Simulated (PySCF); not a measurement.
From one molecule to another.

First species: C6H6F3P.
SMILES: `FC(F)=C(F)P1C=CCC1`

Second species: 2-phenylthiophene, C₁₀H₈S.
Cartesian coordinates in Å at the GFN2-xTB level; atoms count from 1:
```xyz
19
C10H8S angstrom
C     -3.1515    0.2493    0.0384
C     -2.4214    0.9264    1.0014
C     -1.0436    0.8412    1.0158
C     -0.3618    0.0767    0.0666
C      1.0850   -0.0077    0.0889
C      1.9241   -0.6961   -0.7463
C      3.2875   -0.5482   -0.4238
C      3.4851    0.2511    0.6556
S      2.0084    0.8405    1.3003
C     -1.1109   -0.6005   -0.8994
C     -2.4891   -0.5130   -0.9097
H     -4.2293    0.3149    0.0264
H     -2.9292    1.5236    1.7447
H     -0.4791    1.3712    1.7699
H      1.5862   -1.2956   -1.5720
H      4.0849   -1.0170   -0.9732
H      4.4095    0.5346    1.1184
H     -0.6120   -1.1985   -1.6459
H     -3.0525   -1.0437   -1.6635
```

Levels: PBE0/pcSseg-1 for HOMO energy, LUMO energy and HOMO–LUMO gap. Geometries: GFN2-xTB. Each structure is a single optimised conformer of the isolated species, non-relativistic unless stated; the electronic structure was computed with PySCF and density fitting.

The conformers computed, where there is a choice (atom-mapped SMILES and torsion angles):
- `[cH:1]1[cH:2][cH:3][c:4](-[c:5]2[cH:6][cH:7][cH:8][s:9]2)[cH:10][cH:11]1`: C3–C4–C5–C6 180°

The conformers of `FC(F)=C(F)P1C=CCC1` aren't listed.

Values for the first species:

| Property | Result |
| --- | --- |
| HOMO energy | -6.74 eV |
| LUMO energy | -0.52 eV |
| HOMO–LUMO gap | 6.22 eV |

Question: Estimate the same properties for the second species, and the change in each.

Answer: 
```tsv
property	first	second	second less first
HOMO energy	-6.74 eV	-6.21 eV	+0.53 eV
LUMO energy	-0.52 eV	-1.31 eV	-0.79 eV
HOMO–LUMO gap	6.22 eV	4.90 eV	-1.32 eV
```

